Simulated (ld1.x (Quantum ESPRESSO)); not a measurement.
Before and after: PAW potential for W (Z = 74)

- Element: tungsten
- Generator: ld1.x (Quantum ESPRESSO) 7.5
- Type: PAW
- Functional: PBE
- Relativity: scalar-relativistic
- Frozen core: [Xe]
- Valence charge: 20
- Reference configuration: 4f14 5d4 6s2 6p0
- Partial waves: 6s (bound): rcut 2.35, rcutus 2.80 bohr; 6s channel at 3.5 Ry: rcut 2.35, rcutus 2.80 bohr; 6p (bound, empty): rcut 2.35, rcutus 3.25 bohr; 6p channel at 4 Ry: rcut 2.35, rcutus 3.25 bohr; 5d (bound): rcut 1.75, rcutus 2.30 bohr; 5d channel at 2.75 Ry: rcut 1.75, rcutus 2.30 bohr; 4f (bound): rcut 0.95, rcutus 1.20 bohr; 4f channel at -1.6 Ry: rcut 0.95, rcutus 1.20 bohr
- Local potential: all-electron potential smoothed inside 2.75 bohr (lloc = -1)
- Core correction: Bessel-smoothed model core inside 0.85 bohr
- Augmentation charge: BESSEL, radius 0.90 bohr

Change: reference 4f14 5d4 6s1 6p0.

Cutoffs: the cutoffs (Ry, on a coarse ladder) from which the occupation-weighted sum of valence levels, in a spherical-Bessel basis at the reference potential, stays within 10 and 1 mRy of its value at 400 Ry; they do not see the model core or the augmentation charge, which bear on the density cutoff. Errors are all-electron minus pseudo energies relative to the spin-unpolarised reference configuration.

Q: What does the change do?

A: The potential gets neither clearly harder nor softer (140 Ry and 230 Ry → 140 Ry and 230 Ry); the f channel sets the loose cutoff, while the largest relative change is in d, which becomes harder; the number of tests that count goes from 7 to 1; neither file shows a bound ghost at the reference potential, the only one tested.

```csv
quantity,base,changed
"cutoff, loose",140 Ry,140 Ry
"cutoff, tight",230 Ry,230 Ry
loose cutoff by channel (10 mRy a level),"s 6 Ry, d 15 Ry, f 90 Ry","s 6 Ry, d 18 Ry, f 90 Ry"
bound ghosts,none,none
"tests counted (converged, no solver errors)",7 of 7,1 of 7
s: phases at 3.54 bohr within 0.05 rad from the reference energy up to (Ry; the scan ends near 5),to the end of the scan,4.5
p: phases at 3.54 bohr within 0.05 rad from the reference energy up to (Ry; the scan ends near 5),to the end of the scan,n/a
d: phases at 3.54 bohr within 0.05 rad from the reference energy up to (Ry; the scan ends near 5),to the end of the scan,4.6
f: phases at 3.54 bohr within 0.05 rad from the reference energy up to (Ry; the scan ends near 5),3.0,2.5
lowest overlap eigenvalue by channel,"s 0.69, p 0.86, d 0.21, f 1.00","s 0.65, p 0.19, d 0.84, f 0.79"
```

Changed file: Tests not counted: 4f14 5d4 6s2 6p0 (solver errors, printed error -5356 eV); 4f14 5d4 6s0 6p0 (solver errors, printed error -5069 eV); 4f14 5d3 6s0 6p0 (solver errors, printed error -4836 eV); 4f14 5d5 6s1 6p0 (solver errors, printed error -5390 eV); 4f13 5d4 6s2 6p0 (solver errors, printed error -5031 eV); 4f14 5d4 6s0 6p1 (pseudo-atom not self-consistent, printed error -5060 eV).
